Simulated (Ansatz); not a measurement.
Two structures of Si$_{3}$H$_{10}$O, singlet, reached by relaxing down either side of one saddle point (PBE0-D4/def2-TZVP). Energies are electronic, without zero-point energy. Ansatz 0.2.0; basis: def2-TZVPP and def2-QZVPP; cores frozen in the correlated methods. Extrapolation: Hartree–Fock as exp(−7.88 √X), correlation as X^−2.97. First:

| atom | x (Å) | y (Å) | z (Å) |
| --- | --- | --- | --- |
| Si1 | -1.5758 | 0.0791 | 0.9508 |
| H2 | -1.2480 | -1.0087 | -0.0138 |
| H3 | -2.2952 | 1.1503 | 0.2132 |
| H4 | -2.4876 | -0.4963 | 1.9758 |
| Si5 | 0.3609 | 0.9059 | 1.9704 |
| H6 | -0.6008 | -1.8438 | -2.0519 |
| O7 | 0.1759 | -1.5845 | -2.5502 |
| Si8 | 1.1126 | -0.3910 | -1.9122 |
| H9 | -0.0295 | 1.8206 | 3.0770 |
| H10 | 1.1956 | 1.6592 | 0.9996 |
| H11 | 1.1569 | -0.2158 | 2.5346 |
| H12 | 2.1995 | -0.1594 | -2.8906 |
| H13 | 1.6938 | -0.7827 | -0.5973 |
| H14 | 0.3417 | 0.8672 | -1.7054 |

Second:

```
atom    x (Å)    y (Å)    z (Å)
 Si1  -1.2726   0.7802   0.0108
  H2  -0.0320  -2.5105   0.7825
  H3  -1.8690   2.0954  -0.3483
  H4  -2.3782  -0.1319   0.4106
 Si5   0.2201   1.0629   1.8006
  H6  -0.5387  -2.6761   0.2597
  O7  -0.5300   0.1659  -1.3164
 Si8   0.8754  -0.4157  -1.9144
  H9  -0.5155   1.6745   2.9418
 H10   1.3393   1.9664   1.4173
 H11   0.7940  -0.2352   2.2475
 H12   1.3495   0.4709  -3.0063
 H13   0.6548  -1.7828  -2.4471
 H14   1.9027  -0.4639  -0.8384
```

Question: Which bonds change from the first to the second?

Answer: Si₂H₆ ([SiH3][SiH3]) + SiH₄O ([OH][SiH3]) → Si₃H₈O ([SiH3][O][SiH2][SiH3]) + H₂; bonds formed: Si1–O7, H2–H6; bonds broken: Si1–H2, H6–O7.

Question: Give the saddle point's structure and its height above each. (To be estimated.)

Answer: By the calculation: 162.9 kJ/mol above the first and 234.7 kJ/mol above the second (CCSD(T) at an estimated basis limit (MP2 extrapolated from triple and quadruple zeta, plus CCSD(T) − MP2 in triple zeta)).
```json
{"atom": "Si1", "x (Å)": "-0.9597", "y (Å)": "0.1081", "z (Å)": "0.3396"}
{"atom": "H2", "x (Å)": "-0.5958", "y (Å)": "-1.5253", "z (Å)": "0.8256"}
{"atom": "H3", "x (Å)": "-0.8806", "y (Å)": "1.3638", "z (Å)": "-0.5090"}
{"atom": "H4", "x (Å)": "-2.4192", "y (Å)": "-0.1643", "z (Å)": "0.3858"}
{"atom": "Si5", "x (Å)": "-0.0051", "y (Å)": "0.7760", "z (Å)": "2.3653"}
{"atom": "H6", "x (Å)": "-0.0798", "y (Å)": "-1.5426", "z (Å)": "-0.2660"}
{"atom": "O7", "x (Å)": "-0.0381", "y (Å)": "-0.7561", "z (Å)": "-1.0182"}
{"atom": "Si8", "x (Å)": "0.8764", "y (Å)": "-0.3191", "z (Å)": "-2.3660"}
{"atom": "H9", "x (Å)": "-0.2516", "y (Å)": "2.2082", "z (Å)": "2.6944"}
{"atom": "H10", "x (Å)": "1.4705", "y (Å)": "0.5814", "z (Å)": "2.2623"}
{"atom": "H11", "x (Å)": "-0.5018", "y (Å)": "-0.0759", "z (Å)": "3.4802"}
{"atom": "H12", "x (Å)": "-0.0402", "y (Å)": "0.1204", "z (Å)": "-3.4408"}
{"atom": "H13", "x (Å)": "1.6136", "y (Å)": "-1.5396", "z (Å)": "-2.7631"}
{"atom": "H14", "x (Å)": "1.8113", "y (Å)": "0.7650", "z (Å)": "-1.9901"}
```

No T1 diagnostic of these runs exceeds 0.014.

Labels in which every atom is bracketed show which atoms are joined, not bond orders.

For scale, one of the runs: CCSD(T)/def2-TZVPP, 297 basis functions, launched by `ansatz run in.yaml --threads 8 --pin off --events-out ev --progress --plain --max-ram 19148MiB`. Hardware: 8 CPU threads of an Arm Neoverse V1, shared host. Wall time 2.2 min; peak host memory 9 GiB.
